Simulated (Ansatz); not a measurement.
Input for Ansatz (a quantum-chemistry and plane-wave program): U-B3LYP/def2-TZVPP on C2H6Zn (SMILES C[CH2][ZnH]), a point of a bond scan (R = 2.513 Å).

Ansatz 0.2 input:
```yaml
crystal:
  periodic: [false, false, false]
  atoms:
    - {symbol: Zn, position_ang: [-0.10398068, 0.14810832, 0.83353139]}
    - {symbol: H, position_ang: [-0.34502961, 0.86439028, 2.18452390]}
    - {symbol: C, position_ang: [0.20220802, -0.76013951, -0.88503749]}
    - {symbol: C, position_ang: [0.18421590, 0.15106074, -2.12117922]}
    - {symbol: H, position_ang: [-0.55494699, -1.54400481, -0.98683516]}
    - {symbol: H, position_ang: [1.16178570, -1.28259314, -0.81912726]}
    - {symbol: H, position_ang: [1.95395453, 1.93043492, -1.99851847]}
    - {symbol: H, position_ang: [-0.77469446, 0.66151920, -2.23669242]}
    - {symbol: H, position_ang: [0.36009488, -0.41279036, -3.04266189]}
basis:
  gaussian:
    orbitals: def2-TZVPP
hamiltonian:
  xc: {name: B3LYP}
magnetization: {spin_polarized: true, initial_magnetization: 0}
```

The head of its log:

```
WARN ansatz: RAYON_NUM_THREADS=1 ignored (pool sized by the plan → 1); use --threads N
Functional definition: B3LYP
integrals: 0.12 GiB planned
1278 factors; their error is unknown
mean field: 1.40 GiB planned
mean field evaluation 1: about -50568.6775 eV, gradient 6.1e1 eV
mean field evaluation 2: about -50478.1970 eV, gradient 1.3e2 eV
```

Q: Predict the final total energy.

A: -1859.1208 hartree. Its determinant has ⟨S²⟩ = 0.66, a mixture of spin states.
